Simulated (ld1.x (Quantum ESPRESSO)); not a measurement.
Ar: one change to an ultrasoft potential, before and after

* Element: argon (Ar)
* Generator: ld1.x (Quantum ESPRESSO) 7.5
* Type: ultrasoft
* Functional: PBE
* Relativity: scalar-relativistic
* Frozen core: [Ne]
* Valence charge: 8
* Reference configuration: 3s2 3p4 (charge +2)
* Partial waves: 3s (bound): rcut 1.00, rcutus 1.20 bohr; 3s channel at -0.65 Ry: rcut 1.00, rcutus 1.20 bohr; 3p (bound): rcut 0.90, rcutus 1.05 bohr; 3p channel at -1.9 Ry: rcut 0.90, rcutus 1.05 bohr; 3d channel at 0.45 Ry: rcut 0.90, rcutus 1.20 bohr; 3d channel at 2.9 Ry: rcut 0.90, rcutus 1.20 bohr
* Local potential: all-electron potential smoothed inside 0.85 bohr (lloc = -1)
* Core correction: none
* Augmentation charge: PSQ, inside the norm-conserving radii

Change: type PAW; local potential all-electron potential smoothed inside 1.15 bohr (lloc = -1); core correction a·sin(br)/r model core, default radius (ld1.x builds one for every PAW set, though the input has nlcc=.false.).

Cutoffs: the cutoffs (Ry, on a coarse ladder) from which the occupation-weighted sum of valence levels, in a spherical-Bessel basis at the reference potential, stays within 10 and 1 mRy of its value at 400 Ry; they do not see the model core or the augmentation charge, which bear on the density cutoff. Errors are all-electron minus pseudo energies relative to the spin-unpolarised reference configuration.

**Question.** How do hardness, ghosts and transferability respond?

**Answer.** The potential gets neither clearly harder nor softer (35 Ry and 80 Ry → 35 Ry and 80 Ry); of the 6 tests that both files solve, the error grows in 2 and shrinks in 4 by more than 15 % and 0.3 meV (median size 4.4 → 1.3 meV); neither file shows a bound ghost. Several settings change at once here, so the effects cannot be laid on one of them.

```csv
quantity,base,changed
"cutoff, loose",35 Ry,35 Ry
"cutoff, tight",80 Ry,80 Ry
bound ghosts,none,none
"error for 3s2 3p6, meV [ΔE -44.72 eV]",+4.7,-1.4
"error for 3s2 3p5, meV [ΔE -28.66 eV]",+3.1,-0.7
"error for 3s2 3p3, meV [ΔE 42.58 eV]",-1.8,-4.5
"error for 3s2 3p5.5, meV [ΔE -38.17 eV]",+4.1,-1.2
"error for 3s2 3p2, meV [ΔE 100.22 eV]",+5.0,-26
"error for 3s1 3p6, meV [ΔE -14.04 eV]",+4.8,-0.6
s: phases at 1.30 bohr within 0.05 rad from the reference energy up to (Ry; the scan ends near 5),to the end of the scan,to the end of the scan
p: phases at 1.30 bohr within 0.05 rad from the reference energy up to (Ry; the scan ends near 5),4.2,to the end of the scan
d: phases at 1.30 bohr within 0.05 rad from the reference energy up to (Ry; the scan ends near 5),to the end of the scan,to the end of the scan
lowest overlap eigenvalue by channel,"s 0.41, p 0.74, d 0.96","s 0.44, p 0.74, d 0.96"
```
